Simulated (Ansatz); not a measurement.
`COC(=N)[SiH2]F` + `CN[SiH](O)O` → `CN([SiH2]F)[SiH](O)O` + `COC=N`  (ligand exchange at the Si–C bond)

Isolated molecules relaxed with PBE0-D4/def2-TZVP in Ansatz; ΔE leaves out vibrations. CBS: MP2 limit from def2 TZ/QZ plus the TZ coupled-cluster correction, frozen cores. Functionals use def2-TZVPP. Each species was taken in one conformer, which may not be the lowest.

`COC(=N)[SiH2]F`:

```xyz
12

C    -0.348    1.643   -1.269
O     0.377    0.510   -0.800
C    -0.147   -0.136    0.253
N    -1.224    0.240    0.798
Si    0.924   -1.610    0.754
F     0.177   -2.268    2.008
H     0.221    2.030   -2.112
H    -0.433    2.395   -0.482
H    -1.353    1.353   -1.580
H    -1.467   -0.366    1.577
H     2.273   -1.175    1.183
H     1.000   -2.614   -0.330
```

`CN[SiH](O)O`:

Z-matrix (Å, degrees):
```
C
N 1 1.448
H 1 1.094 2 111.4
H 1 1.096 2 112.8 3 122.1
H 1 1.092 2 109.5 3 -118.4
Si 2 1.696 1 125.4 3 140.5
H 2 1.007 1 114.4 3 -58.3
O 6 1.639 2 112.3 1 54.0
O 6 1.648 2 112.8 1 -61.9
H 6 1.483 2 105.3 1 175.8
H 8 0.959 6 116.0 2 -142.9
H 9 0.958 6 116.5 2 -53.5
```

`CN([SiH2]F)[SiH](O)O`:

```xyz
15

C    -1.587    0.813    0.396
N    -0.404    0.058   -0.019
Si   -0.542   -1.368   -0.948
F     0.160   -1.172   -2.384
Si    1.145    0.703    0.393
O     2.253   -0.170   -0.443
O     1.523    0.603    1.976
H    -1.449    1.884    0.217
H    -2.467    0.496   -0.168
H    -1.803    0.676    1.460
H    -1.982   -1.633   -1.179
H     0.155   -2.528   -0.352
H     1.147    2.152    0.104
H     2.148   -0.249   -1.394
H     1.703   -0.266    2.340
```

`COC=N`:

```xyz
9

C     0.739   -0.529   -0.916
O     0.132    0.721   -0.615
C    -0.572    0.763    0.514
N    -0.708   -0.226    1.284
H     1.266   -0.384   -1.857
H     1.434   -0.819   -0.126
H    -0.017   -1.310   -1.014
H    -0.992    1.763    0.647
H    -1.281    0.022    2.083
```

```csv
level,ΔE (kcal/mol)
PBE0-D4,-18.7
ωB97X-V,-19.4
B2PLYP,-18.8
PBE0,-17.9
HF/def2-TZVPP,-19.8
CCSD(T)/def2-TZVPP,-20.0
HF/def2-QZVPP,-19.9
CCSD/CBS(def2),-19.5
```

Question: What does CCSD(T)/CBS give? (Best estimate.)

Answer: Computed: -19.5 kcal/mol. The listed levels differ from it by 0.8, 0.1, 0.7, 1.6, -0.3, -0.5, -0.4, 0.0 kcal/mol.

Largest T1 diagnostic among the species: 0.014.

From PBE to PBE0 (25 % exact exchange), in def2-TZVPP and without D4, ΔE moves by −1.4 kcal/mol. The D4 term adds −1.6 kcal/mol with B3LYP and −0.9 kcal/mol with PBE0; it sums over pairs of atoms, weighted by their polarisabilities, and B3LYP, whose exchange is more repulsive, gets the larger term.

B3LYP here is the variant with VWN-RPA as its local correlation; programs differ in this.
